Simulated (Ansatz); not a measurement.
A search over several starts for the lowest SCF solution of the cluster TiSi4 at the given spin, in a small basis.

```yaml
crystal:
  periodic: [false, false, false]
  atoms:
    - {symbol: Ti, position_ang: [1.432563, 0.327223, -0.780935]}
    - {symbol: Si, position_ang: [0.719155, -1.497036, 0.900923]}
    - {symbol: Si, position_ang: [-0.888057, 1.458516, -0.808750]}
    - {symbol: Si, position_ang: [-0.283132, 0.594711, 1.294211]}
    - {symbol: Si, position_ang: [-0.980529, -0.883415, -0.605437]}
basis:
  gaussian: {orbitals: def2-SVP, initial_orbitals: start.molden}
magnetization: {spin_polarized: true, initial_magnetization: 4}
hamiltonian: {xc: pbe, dispersion: d4}
output: {orbitals: {seedname: orbitals}}
```

The file start.molden holds the orbitals of an earlier run on this structure, at another level or in another basis.

```sh
$ ansatz run in.yaml --threads 4 --pin off --events-out ev --progress --plain --max-ram 4787MiB
```

Output, abridged:

```
Functional definition: PBE
1164 factors; their error is unknown
mean field evaluation 1: about -54587.8493 eV, gradient 4.5e0 eV
mean field evaluation 2: about -54587.9651 eV, gradient 1.8e-1 eV
mean field evaluation 4: about -54587.8505 eV, gradient 2.2e-1 eV
mean field evaluation 8: about -54587.8507 eV, gradient 3.3e-4 eV
mean field evaluation 16: about -54587.8507 eV, gradient 1.4e-5 eV
mean field evaluation 32: about -54587.8505 eV, gradient 9.2e-2 eV
mean field evaluation 64: about -54586.7419 eV, gradient 6.0e0 eV
mean field evaluation 96: about -54587.7901 eV, gradient 2.6e0 eV
mean field evaluation 128: about -54587.6870 eV, gradient 2.6e-1 eV
mean field evaluation 160: about -54587.8481 eV, gradient 2.3e-1 eV
mean field -54587.85070880 eV, -2006.0665125741 hartree, gradient 8.7e-6 eV, S^2 6.022228; 11 other end points of the search recorded, 0 dependent functions left out
reference -54587.85075538 eV, -2006.0665142862 hartree; 41, 37 occupied and 62, 66 virtual orbitals, 1164 factors
Total energy: -54588.19884890 eV, -2006.0793064869 hartree
```

It took 25 s on 4 threads of Arm Neoverse V2 on a shared host.

At PBE0-D4/def2-TZVP a singlet of charge 0 lies 0.29 eV below the quintet, each at its own geometry. The structure comes from a short search, and lower isomers may exist.
